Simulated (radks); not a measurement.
Initial-state core-level shifts of neutral sulfur when its valence configuration changes from [Ne] 3s2 3p4. All-electron calculation, non-relativistic Kohn-Sham, PBEsol, spin-polarised, spherical densities, point nucleus; open shells are filled with parallel spins first. Program: a radial shooting solver on a logarithmic mesh with Libxc functionals. Shifts are changes of the shell-averaged eigenvalues in eV (positive: less bound); the change of the density at the nucleus, which sets a Mossbauer isomer shift, is in e/bohr^3, on a base of 2666.

\begin{tabular}{lrrrr}
valence & 1s & 2s & 2p & density at nucleus \\ \hline
3s1 3p5 & -1.494 & -1.474 & -1.459 & -8.5423 \\
3s1.5 3p4.5 & -0.747 & -0.738 & -0.730 & -4.2649 \\
3s0.5 3p5.5 & -2.276 & -2.235 & -2.213 & -13.1044 \\
3p6 & -2.968 & -2.918 & -2.888 & -17.7006 \\
\end{tabular}
